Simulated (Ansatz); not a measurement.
`[Cl][SnH3]` + CH₃SH → `C[S][SnH3]` + HCl at 600 K and 1 bar (ligand exchange at the Sn–Cl bond).

Program: Ansatz. Geometries: PBE0-D4/def2-TZVP. ΔE: electronic, gas phase. CCSD(T)/CBS adds triple-zeta CCSD(T) − MP2 to the extrapolated MP2 energy (def2 sets, frozen cores). This one scheme is used for every species. Elements past krypton have def2 core potentials. For Sn outer-core shells are correlated without core-valence functions, which leaves a few kJ/mol of doubt a bond.

| species | CCSD(T)/CBS energy (Eh) | H − E (kJ/mol) | S (J/(mol·K)) |
| --- | --- | --- | --- |
| `[Cl][SnH3]` | -675.62576 | 90.8 | 325.6 |
| CH₃SH | -438.22835 | 152.3 | 296.8 |
| `C[S][SnH3]` | -653.46026 | 209.0 | 418.8 |
| HCl | -460.38127 | 35.4 | 207.2 |

H − E and S are ideal-gas, rigid-rotor, harmonic terms from PBE0-D4/def2-TZVP. 1 Eh = 2625.50 kJ/mol, R = 8.31446 J/(mol·K).

Question: By hand: ΔE, ΔH, ΔS and ΔG.

Answer: ΔE = (-653.46026) + (-460.38127) − (-675.62576) − (-438.22835) = 0.01258 Eh = 33.0 kJ/mol. Δ(H − E) = 209.0 + 35.4 − 90.8 − 152.3 = 1.3, so ΔH = 34.3 kJ/mol. ΔS = 418.8 + 207.2 − 325.6 − 296.8 = 3.6 J/(mol·K). ΔG = 34.3 − 600 × (3.6)/1000 = 32.1 kJ/mol.

Question: By hand: the equilibrium constant, and the temperature at which ΔG would vanish if ΔH and ΔS stayed fixed.

Answer: log₁₀ K = −ΔG/(RT ln 10) = -2.8. ΔG = 0 at ΔH/ΔS = 9528 K, far beyond where these terms or the molecules hold.

The number of gas molecules stays the same, so ΔS is small and ΔH decides. A doubt of 5 kJ/mol in ΔE shifts log₁₀ K by 0.4 here. These are equilibria of isolated gas molecules and say nothing of rates. Largest T1 diagnostic: 0.012 (customary marks: 0.02 for closed shells, 0.045 for open ones).
